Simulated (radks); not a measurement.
Spherical quantum dot in the effective-mass picture: electrons in a hard-walled sphere of radius 10, with a point charge +1 (a donor) at the centre, all in effective atomic units (hartree* = m*/eps^2 hartree, bohr* = eps/m* bohr), one dielectric constant everywhere. Method: non-relativistic Kohn-Sham, PBEsol, spin-polarised, spherical densities; computed with a radial shooting solver with Libxc functionals. Levels are named by radial order and angular momentum (1s, 1p, 1d, 2s, ...), and open shells are averaged over m. Results are scaled to m* = 0.058 and eps = 15.2, for which hartree* = 6.831 meV and bohr* = 13.87 nm. At N = 4 the configuration is 1s2 1p(up 2, down 0). Does electron 5 go into 2s down or 2s up or 1p up?

Answer. Into 1p up. The total energies of the other choices lie higher by 0.0732 meV (2s up), 0.143 meV (2s down).
